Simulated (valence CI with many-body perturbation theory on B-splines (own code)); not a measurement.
## Energy levels of Er XIX

Method: relativistic CI+MBPT: four valence electrons over a frozen Dirac-Fock core [Kr] 4d10, radial functions for each j: 7 s, 7 p, 7 d, 7 f, 4 g, 2 h, with the one-electron correlation potential Σ1, the two-electron term Σ2, the three-electron term Σ3, Breit, model QED; selected CI, second order for the rest, scaled by the run's own slope (own B-spline code, finite nucleus).

No measured levels were compared; by estimate terms of the open shell hold to a few per cent of their energy, and close levels can change places.

Levels 91 to 135 of 195, with energies above the lowest level, 4f4 5I_4. "Leading %" is the weight of the configuration and term that name the level; weights of strongly mixed levels are sums over their largest components and can fall short. In the jj column 3d3/2^4 stands for four electrons in 3d with j = 3/2. Lifetimes count E1, E2, E3, M1 and M2 decay at the calculated energies, and are blank where another channel may lead or the interval is too uncertain; long ones can be off by a factor of two.

```
No.  Configuration  Term  J  E (eV)  Leading %               Leading jj  Lifetime  Second component
 91            4f4    3D  1  17.071         95     4f5/2 4f7/2^3 (58 %)   5.33 ms        4 % 4f4 3P
 92            4f4    3D  2  17.345         42   4f5/2^2 4f7/2^2 (43 %)   4.05 ms       29 % 4f4 1D
 93            4f4    1H  5  18.348         75     4f5/2 4f7/2^3 (39 %)   5.50 ms       19 % 4f4 3H
 94            4f4    1S  0  18.670         83     4f5/2 4f7/2^3 (55 %)   2.57 ms       17 % 4f4 3P
 95            4f4    3F  4  19.282         94   4f5/2^2 4f7/2^2 (52 %)   3.17 ms                  
 96            4f4    3F  2  19.490         86   4f5/2^2 4f7/2^2 (48 %)   3.71 ms        8 % 4f4 3D
 97            4f4    3F  3  19.576         89     4f5/2 4f7/2^3 (87 %)   4.11 ms        6 % 4f4 3D
 98            4f4    3H  6  19.854         59   4f5/2^2 4f7/2^2 (78 %)   3.49 ms       40 % 4f4 1I
 99            4f4    3P  2  20.095         94   4f5/2^2 4f7/2^2 (52 %)                            
100            4f4    3H  4  20.137         96   4f5/2^2 4f7/2^2 (61 %)   4.12 ms                  
101            4f4    3H  5  20.719         78     4f5/2 4f7/2^3 (92 %)   6.08 ms       22 % 4f4 1H
102            4f4    1I  6  20.719         58     4f5/2 4f7/2^3 (77 %)   3.26 ms       40 % 4f4 3H
103            4f4    3P  1  21.323         98     4f5/2 4f7/2^3 (84 %)                            
104            4f4    3P  0  22.111         92           4f7/2^4 (62 %)   4.11 ms        8 % 4f4 1S
105            4f4    1G  4  23.658         97   4f5/2^2 4f7/2^2 (54 %)                            
106            4f4    1D  2  29.247         99   4f5/2^2 4f7/2^2 (66 %)                            
107         4f3.5s   5I°  4  30.231         92        4f5/2^3 5s (71 %)   1.48 ms    7 % 4f3.5s 3H°
108         4f3.5s   5I°  5  30.816         85  4f5/2^2 4f7/2 5s (48 %)    902 μs    8 % 4f3.5s 3I°
109         4f3.5s   5I°  6  31.672         92  4f5/2^2 4f7/2 5s (77 %)    868 μs    5 % 4f3.5s 3I°
110         4f3.5s   5I°  7  32.570         95  4f5/2 4f7/2^2 5s (72 %)    683 μs                  
111         4f3.5s   3I°  5  32.677         78  4f5/2^2 4f7/2 5s (58 %)   25.3 μs   11 % 4f3.5s 5I°
112         4f3.5s   5I°  8  33.464         94  4f5/2 4f7/2^2 5s (47 %)    439 μs    5 % 4f3.5s 3K°
113         4f3.5s   5F°  1  33.600         86        4f5/2^3 5s (55 %)   5.50 μs   12 % 4f3.5s 3D°
114         4f3.5s   5F°  2  33.911         82  4f5/2^2 4f7/2 5s (44 %)   6.08 μs   10 % 4f3.5s 3D°
115         4f3.5s   3I°  6  34.060         88  4f5/2 4f7/2^2 5s (53 %)   17.9 μs    5 % 4f3.5s 5I°
116            4f4    1S  0  34.194         99   4f5/2^2 4f7/2^2 (68 %)                            
117         4f3.5s   5F°  3  34.431         91  4f5/2^2 4f7/2 5s (72 %)   5.79 μs    4 % 4f3.5s 3D°
118         4f3.5s   3H°  4  34.467         45  4f5/2^2 4f7/2 5s (65 %)   10.1 μs   21 % 4f3.5s 3G°
119         4f3.5s   3G°  5  34.514         31  4f5/2^2 4f7/2 5s (78 %)   10.2 μs   25 % 4f3.5s 5F°
120         4f3.5s   5S°  2  34.681         81  4f5/2^2 4f7/2 5s (64 %)   66.3 μs   12 % 4f3.5s 3P°
121         4f3.5s   5F°  4  34.992         66  4f5/2^2 4f7/2 5s (49 %)   6.13 μs   20 % 4f3.5s 3H°
122         4f3.5s   5G°  2  35.254         92        4f5/2^3 5s (50 %)   8.68 μs    4 % 4f3.5s 3F°
123         4f3.5s   3I°  7  35.274         88  4f5/2 4f7/2^2 5s (52 %)   12.9 μs    5 % 4f3.5s 1K°
124         4f3.5s   5G°  3  35.477         71  4f5/2^2 4f7/2 5s (73 %)   7.19 μs   22 % 4f3.5s 3G°
125         4f3.5s   5F°  5  35.688         58  4f5/2 4f7/2^2 5s (84 %)   6.88 μs   32 % 4f3.5s 3H°
126         4f3.5s   3F°  2  35.797         71  4f5/2^2 4f7/2 5s (62 %)   4.84 μs   12 % 4f3.5s 1D°
127         4f3.5s   5G°  4  36.064         71  4f5/2^2 4f7/2 5s (75 %)   5.90 μs    9 % 4f3.5s 3G°
128         4f3.5s   3G°  3  36.082         48  4f5/2^2 4f7/2 5s (79 %)   4.49 μs   27 % 4f3.5s 3F°
129         4f3.5s   3H°  6  36.156         74  4f5/2 4f7/2^2 5s (75 %)   10.9 μs   20 % 4f3.5s 5G°
130         4f3.5s   3S°  1  36.256         51  4f5/2^2 4f7/2 5s (70 %)   11.3 μs   18 % 4f3.5s 3P°
131         4f3.5s   3K°  6  36.644         93  4f5/2^2 4f7/2 5s (59 %)   12.9 μs                  
132         4f3.5s   3K°  7  36.873         76  4f5/2^2 4f7/2 5s (66 %)   12.0 μs   16 % 4f3.5s 1K°
133         4f3.5s   1H°  5  36.913         57  4f5/2 4f7/2^2 5s (75 %)   6.47 μs   22 % 4f3.5s 5G°
134         4f3.5s   5G°  5  36.976         63  4f5/2 4f7/2^2 5s (70 %)   5.15 μs   24 % 4f3.5s 3H°
135         4f3.5s   3F°  4  36.989         59  4f5/2 4f7/2^2 5s (70 %)   4.78 μs   15 % 4f3.5s 1G°
```

Names give the largest LS component (configuration and term), which can be under half, so a name can repeat, a term be missing and a line seem to break the LS rules; names also repeat where a configuration has a term twice.

Where two levels of one J and parity lie close, their mixing, g and order are uncertain.
